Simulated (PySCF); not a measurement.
**Ca (calcium, neutral) across methods**

[Ar] 4s2, closed-shell 1S. Calculation: PySCF 2.14, in aug-cc-pVDZ-X2C; scalar relativity by spin-free X2C-1e.

| method | E (hartree) | mean ε 3s (eV) | mean ε 3p (eV) | mean ε 4s (eV) | Σ⟨r²⟩ (bohr²) | ⟨S²⟩ |
| --- | --- | --- | --- | --- | --- | --- |
| wB97M-V | -680.411 | -53.659 | -32.901 | -5.823 | 52.95 | 0.000 |
| revPBE | -680.353 | -47.405 | -28.253 | -3.755 | 53.40 | 0.000 |
| LDA | -678.579 | -47.098 | -28.219 | -3.893 | 52.30 | 0.000 |
| PBE0 | -680.273 | -51.190 | -30.559 | -4.347 | 53.27 | 0.000 |
| UHF | -679.62922 | -61.540 | -36.431 | -5.341 | 56.26 | 0.000 |
| B3LYP | -680.474 | -50.332 | -30.065 | -4.235 | 52.84 | 0.000 |
| PBE | -680.230 | -47.355 | -28.243 | -3.791 | 53.00 | 0.000 |
| r2SCAN | -680.400 | -49.090 | -29.096 | -3.839 | 53.90 | 0.000 |

Estimate the same row for M06-L.

E (hartree) = -680.416; mean ε 3s (eV) = -49.237; mean ε 3p (eV) = -28.964; mean ε 4s (eV) = -3.764; Σ⟨r²⟩ (bohr²) = 51.60; ⟨S²⟩ = 0.000.
